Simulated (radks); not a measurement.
Problem. The mean radii <r> (bohr) of the occupied orbitals of an atom or ion are listed with their occupations. All-electron calculation, non-relativistic Kohn-Sham, PBEsol, spin-unpolarised, spherical densities, point nucleus. Program: a radial shooting solver on a logarithmic mesh with Libxc functionals.

orbital  occ.      <r>
1s          2  0.06710
2s          2   0.3113
2p          6   0.2753
3s          2   0.9573
3p          6    1.020
3d          3    1.374
4s          1    3.055

Name the element and its charge.

Solution. Z = 23, vanadium, charge +1: V+ in [Ar] 3d3 4s1. The 1s radius gives Z: for a bare nucleus <r> = 1.5/Z, 0.06522 bohr for Z = 23, and screening makes it slightly larger (0.06710 here). The occupations add up to 22, and the charge is Z minus that.
